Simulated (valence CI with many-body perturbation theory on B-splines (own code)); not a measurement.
## Mo²⁹⁺: electric-dipole lines

Level of theory: relativistic CI+MBPT: three valence electrons over a frozen Dirac-Fock core [Ne], a basis of 11 s, 11 p, 9 d, 7 f, 5 g, 2 h, 1 i functions for each j, with the one-electron correlation potential Σ1, the two-electron term Σ2, the three-electron term Σ3, Breit, model QED; selected CI, second order for the rest (own B-spline code, finite nucleus).

The last digits are not significant, and no measured levels were compared; by estimate large intervals hold to a few tenths of a per cent, small ones and those within an open d or f shell to about a per cent.

Lines 101 to 150 of 282 in falling wavelength, among levels below 2723400 cm⁻¹, chosen from the strongest by gf and those to the six lowest levels. Wavelengths and rates use the calculated energies. Electric multipoles are in the length gauge, E1 and E2 with the static RPA response of the core. Weak lines are less certain than strong ones. Lines between different terms over intervals too small for the method are left out, as are lines whose strength nearly cancels. Where a level lies close to another of its J and parity, the split of strength between their lines is uncertain. The highest levels of a list are the least certain.

Names give the largest LS component (configuration and term), which can be under half, so a name can repeat, a term be missing and a line seem to break the LS rules; names also repeat where a configuration has a term twice. Letters in brackets count levels of one name in rising energy.

```csv
λ vac (nm),Upper,Lower,A (s⁻¹),S (a.u.) with core polarisation,S without
11.58,3s 3p 3d 2D°_3/2 [a],3s 3p2 2P_1/2,2.05e+10,6.29e-02,6.44e-02
11.58,3p2 3d 4P_3/2 [b],3s 3p 3d 2D°_3/2 [a],2.28e+10,6.98e-02,7.16e-02
11.56,3p2 3d 2P_3/2 [a],3s 3p 3d 4F°_3/2,2.29e+10,7.00e-02,7.17e-02
11.53,3p2 3d 4P_5/2,3s 3p 3d 2D°_3/2 [a],8.10e+09,3.67e-02,3.76e-02
11.51,3p2 3d 2F_7/2 [b],3s 3p 3d 2D°_5/2 [b],2.42e+10,1.46e-01,1.49e-01
11.43,3s 3p 3d 4P°_3/2 [b],3s 3p2 2D_5/2,3.16e+10,9.32e-02,9.55e-02
11.41,3s 3p2 2P_3/2,3s2 3p 2P°_3/2,4.09e+10,1.20e-01,1.23e-01
11.40,3s 3d2 4F_5/2,3s 3p 3d 4P°_3/2 [a],7.80e+09,3.42e-02,3.51e-02
11.40,3p2 3d 4D_1/2,3s 3p 3d 4F°_3/2,6.07e+10,8.88e-02,9.10e-02
11.40,3p2 3d 4F_9/2 [b],3s 3p 3d 4F°_9/2,2.67e+10,1.95e-01,2.00e-01
11.35,3p2 3d 4D_3/2,3s 3p 3d 4F°_5/2,2.72e+10,7.85e-02,8.05e-02
11.35,3p3 4S°_3/2,3s 3p2 4P_3/2,3.86e+10,1.12e-01,1.14e-01
11.34,3s 3p 3d 4F°_7/2,3s 3p2 4P_5/2,1.14e+10,6.57e-02,6.72e-02
11.33,3s 3d2 4F_5/2,3s 3p 3d 4D°_5/2,1.10e+10,4.74e-02,4.86e-02
11.31,3p2 3d 4D_5/2,3s 3p 3d 4F°_5/2,2.85e+10,1.22e-01,1.25e-01
11.27,3s 3p 3d 2P°_3/2 [a],3s2 3d 2D_5/2,8.24e+10,2.33e-01,2.39e-01
11.26,3p2 3d 4D_3/2,3p3 4S°_3/2,2.69e+10,7.56e-02,7.74e-02
11.25,3s 3p 3d 4F°_5/2,3s 3p2 4P_3/2,6.81e+09,2.87e-02,2.94e-02
11.25,3s 3p 3d 4P°_3/2 [a],3s 3p2 2P_1/2,1.74e+10,4.88e-02,5.00e-02
11.24,3p2 3d 2G_7/2,3s 3p 3d 4F°_7/2,8.04e+09,4.51e-02,4.62e-02
11.22,3s 3p2 2P_1/2,3s2 3p 2P°_1/2,1.09e+11,1.52e-01,1.56e-01
11.20,3s 3p2 2S_1/2,3s2 3p 2P°_3/2,7.94e+10,1.10e-01,1.13e-01
11.19,3s 3p 3d 2P°_1/2 [a],3s 3p2 2S_1/2,4.29e+10,5.93e-02,6.07e-02
11.17,3s 3p 3d 2D°_5/2 [c],3s2 3d 2D_5/2,7.85e+10,3.24e-01,3.32e-01
11.11,3s 3d2 4F_7/2,3s 3p 3d 4D°_5/2,4.26e+10,2.31e-01,2.36e-01
11.10,3p2 3d 2P_1/2 [a],3p3 2P°_1/2,6.51e+10,8.79e-02,9.00e-02
11.08,3s 3d2 4F_5/2,3s 3p 3d 2D°_3/2 [a],1.68e+10,6.76e-02,6.92e-02
11.07,3s 3p 3d 4D°_3/2,3s 3p2 4P_5/2,7.16e+08,1.91e-03,1.96e-03
11.04,3s 3p 3d 2F°_5/2 [b],3s 3p2 2P_3/2,7.84e+10,3.13e-01,3.21e-01
11.04,3s 3p 3d 2D°_5/2 [c],3s2 3d 2D_3/2,5.35e+10,2.13e-01,2.18e-01
11.03,3s 3p 3d 4P°_5/2,3s 3p2 4P_5/2,1.82e+10,7.26e-02,7.44e-02
11.02,3p2 3d 2D_3/2,3p3 2P°_1/2,2.24e+10,5.91e-02,6.05e-02
11.00,3s 3p 3d 2P°_3/2 [b],3s2 3d 2D_5/2,1.77e+10,4.66e-02,4.78e-02
10.99,3s 3p 3d 2P°_1/2 [a],3s 3p2 2P_3/2,2.68e+10,3.51e-02,3.60e-02
10.94,3s 3p 3d 2F°_5/2 [a],3s 3p2 2D_3/2,5.58e+10,2.17e-01,2.22e-01
10.87,3s 3d2 4P_1/2,3s 3p 3d 4P°_3/2 [b],3.33e+10,4.22e-02,4.33e-02
10.87,3s 3p 3d 2P°_3/2 [b],3s2 3d 2D_3/2,1.59e+11,4.03e-01,4.13e-01
10.84,3s 3d2 4F_9/2,3s 3p 3d 4D°_7/2,6.85e+10,4.30e-01,4.40e-01
10.84,3s 3p 3d 2D°_5/2 [b],3s 3p2 2D_5/2,7.62e+10,2.87e-01,2.94e-01
10.80,3p2 3d 2P_3/2 [b],3s 3p 3d 4P°_3/2 [b],1.85e+10,4.60e-02,4.71e-02
10.78,3s 3p 3d 2P°_1/2 [b],3s 3p2 2S_1/2,5.21e+10,6.45e-02,6.61e-02
10.76,3p2 3d 2D_5/2,3p3 4S°_3/2,1.90e+10,7.01e-02,7.18e-02
10.74,3p2 3d 2F_7/2 [b],3s 3p 3d 4D°_5/2,1.16e+10,5.65e-02,5.79e-02
10.72,3p2 3d 4P_3/2 [a],3p3 4S°_3/2,1.21e+10,2.94e-02,3.01e-02
10.70,3p2 3d 2P_3/2 [b],3s 3p 3d 4P°_3/2 [a],3.30e+10,7.98e-02,8.17e-02
10.66,3s 3p 3d 2D°_3/2 [a],3s 3p2 2D_3/2,1.85e+10,4.43e-02,4.54e-02
10.63,3p2 3d 4D_5/2,3s 3p 3d 4F°_3/2,9.07e+09,3.23e-02,3.31e-02
10.60,3s 3p 3d 2P°_1/2 [b],3s 3p2 2P_3/2,9.16e+10,1.08e-01,1.10e-01
10.56,3s2 3d 2D_3/2,3s2 3p 2P°_3/2,1.14e+11,2.66e-01,2.73e-01
10.50,3s 3p 3d 2P°_3/2 [a],3s 3p2 2S_1/2,7.65e+10,1.75e-01,1.79e-01
```
